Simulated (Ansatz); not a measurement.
BF$_{3}$H$_{2}$S, relaxed with RKS PBE0-D4/def2-TZVP in the Gaussian-basis code of Ansatz from a PBE-D4/def2-SVP geometry. The force threshold is 0.005 eV/Å; the program also tests the step.

The species carries charge 0 and has multiplicity 1. The bonds changed during the relaxation, so this is another structure than the one it started from.

Start:

```xyz
7

F    -0.903   -1.680    0.289
B    -0.155   -0.990   -0.571
F    -0.751   -0.140   -1.414
F     1.094   -1.381   -0.821
S     0.519    0.945    1.180
H    -0.737    1.470    1.155
H     0.932    1.775    0.183
```

Task: How much energy does the relaxation release, and in how many steps? (Estimate.)

Result: Computed: 2.75 kJ/mol, in 7 steps, 1 of them rejected.

Task: Which bonds change most? (An estimate is asked.)

Result: The calculation gave: S5–H7 from 1.362 to 1.342 Å; S5–H6 from 1.362 to 1.342 Å; B2–F3 from 1.337 to 1.319 Å; F1–B2 from 1.333 to 1.317 Å.

Task: Give the relaxed structure. (Estimate.)

Result: Computed: 
```xyz
7

F    -0.898   -1.710    0.261
B    -0.176   -1.058   -0.627
F    -0.769   -0.227   -1.462
F     1.078   -1.404   -0.836
S     0.521    1.007    1.208
H    -0.708    1.549    1.207
H     0.952    1.843    0.250
```
